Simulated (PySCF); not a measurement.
The numbers are results of PBE-D3(BJ)/def2-TZVP // B3LYP-D3(BJ)/def2-SVP in PySCF 2.14.0, not measurements. Gas-phase values, no solvent. One relaxed conformer stands for a flexible species; it need not be the lowest. Excitations are Tamm–Dancoff values on a coarser integration grid. The basis has no diffuse functions, so Rydberg states are missing or too high.

Reference species (SMILES): `[SH][GeH2][SH]` (H–S–Ge–S torsion -140°, S–Ge–S–H torsion -140°) (neutral, multiplicity 1).

| Quantity | Result |
|---|---|
| HOMO–LUMO gap | 4.73 eV |
| HOMO | -6.14 eV |
| LUMO | -1.41 eV |
| T1 excitation (TDA) | 4.50 eV |

Changed species: `[GeH2]([GeH2][SH])[SH]` (n = 2; the reference has n = 1).

### Question
What does the change do to the HOMO–LUMO gap, HOMO, LUMO and T1 excitation (TDA)?

### Answer
the HOMO–LUMO gap drops by 0.60 eV, to 4.13 eV; the HOMO goes up by 0.25 eV, to -5.89 eV; the LUMO falls by 0.35 eV, to -1.76 eV; the T1 excitation (TDA) falls by 0.58 eV, to 3.92 eV.
